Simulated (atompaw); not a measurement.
# cobalt (Co): one change to a PAW (atompaw) potential, before and after

* Element: Co
* Generator: atompaw 4.2.0.5
* Type: PAW
* Functional: PBE
* Relativity: scalar-relativistic
* Frozen core: [Ne]
* Valence charge: 17
* Reference configuration: 3s2 3p6 3d7.5 4s1.5 4p0
* Partial waves: 3s (bound): rc 0.85 bohr; 4s (bound): rc 1.40 bohr; 3p (bound): rc 1.15 bohr; 4p (bound, empty): rc 1.40 bohr; 3d (bound): rc 0.85 bohr; 3d channel at 0.3 Ry: rc 0.85 bohr
* Local potential: bessel scheme, radius 1.35 bohr
* Core correction: smooth core density matched at 0.80 bohr
* Augmentation charge: sinc compensation charge, radius 1.25 bohr; PAW radius 1.40 bohr; waves and projectors: custom rrkj gramschmidtortho

Change: all radii scaled by about 0.91 (s 0.78, p 1.04, d 0.78 bohr); local potential bessel scheme, radius 1.22 bohr; augmentation sinc compensation charge, radius 1.14 bohr; PAW radius 1.28 bohr; waves and projectors: custom rrkj gramschmidtortho; core correction smooth core density matched at 0.72 bohr.

Cutoffs: the cutoffs (Ry, on a coarse ladder) from which the occupation-weighted sum of valence levels, in a spherical-Bessel basis at the reference potential, stays within 10 and 1 mRy of its value at 400 Ry; they do not see the model core or the augmentation charge, which bear on the density cutoff.

Task: What does the change do?

Result: The potential gets harder (160 Ry and 260 Ry → 180 Ry and 300 Ry); neither file shows a bound ghost. A smaller radius makes the pseudo-wave follow the all-electron one further in, where it bends more sharply, so more plane waves are needed.

```tsv
quantity	base	changed
cutoff, loose	160 Ry	180 Ry
cutoff, tight	260 Ry	300 Ry
loose cutoff by channel (10 mRy a level)	s 40 Ry, p 50 Ry, d 140 Ry	s 40 Ry, p 70 Ry, d 160 Ry
bound ghosts	none	none
lowest overlap eigenvalue by channel	s 0.09, p 0.12, d 0.99	s 0.13, p 0.19, d 0.99
```

 The cutoffs see the waves, projectors and local potential, not the compensation charge or the core.
